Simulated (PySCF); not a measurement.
# Sb²⁺ (antimony, charge +2): UHF calculation

Configuration: [Kr] 4d10 5s1 5p2, high-spin 4P determinant (an excited configuration). Calculation: PySCF 2.14, in x2c-TZVPPall (8s6p4d2f, 60 functions); the spin-free X2C one-electron Hamiltonian (Gaussian nucleus).

```
Total energy                                                  : -6476.842115 hartree
One-electron energy                                           : -8862.9677 hartree
Hartree (Coulomb) energy                                      : 2555.1365 hartree
Exchange energy                                               : -169.0109 hartree
⟨S²⟩                                                          : 3.7527
⟨L²⟩                                                          : 2.013
Sum of ⟨r⟩                                                    : 30.59 bohr
Sum of ⟨r²⟩                                                   : 39.88 bohr²
Traceless quadrupole moment −½Σ⟨3z² − r²⟩ along its main axis : 3.01 e·bohr²
Langevin diamagnetic susceptibility                           : -31.6 ×10⁻⁶ cm³/mol
```

```
shell  electrons  mean orbital energy (eV)  spread (eV)  rms radius, mean of both spins (bohr)
 1s α          1                  -30662.7            0                                 0.0325
 1s β          1                  -30662.5            0                                 0.0325
 2s α          1                   -4777.7            0                                  0.133
 2s β          1                   -4777.6            0                                  0.133
 2p α          3                   -4287.0        0.024                                  0.118
 2p β          3                   -4286.9        0.109                                  0.118
 3s α          1                   -993.39            0                                  0.352
 3s β          1                   -993.01            0                                  0.352
 3p α          3                   -829.14        0.061                                  0.352
 3p β          3                   -828.86        0.290                                  0.352
 3d α          5                   -577.61        0.200                                  0.331
 3d β          5                   -577.53        0.257                                  0.331
 4s α          1                   -196.26            0                                  0.843
 4s β          1                   -195.36            0                                  0.843
 4p α          3                   -143.43        0.106                                  0.911
 4p β          3                   -142.84        0.668                                  0.911
 4d α          5                   -63.903        0.495                                   1.10
 4d β          5                   -63.330        0.778                                   1.10
 5s α          1                   -37.252            0                                   2.25
 5p α          2                   -25.946            0                                   2.65
```

Densities and radii are taken from the X2C orbitals without a picture-change correction, which distorts them close to the nucleus.

Spin-orbit constants ζ (cm⁻¹) from the X2C one-electron operator on these orbitals: bare nucleus, nucleus screened by l(l+1)(2l+1)/3 electrons, and screened by the Breit-Pauli mean field of the electrons.

```
shell     bare  screened nucleus  mean field
   2p  1344000           1292000     1269000
   3p   251700            241800      236900
   3d    37920             30480       29280
   4p    43470             41770       40820
   4d     4748              3817        3593
   5p     4324              4155        4052
```

To first order the Landé constant is A = 1351 cm⁻¹, so the lowest level has J = 1/2 and lies 0.419 eV below the centre of the term. This holds in LS coupling only.
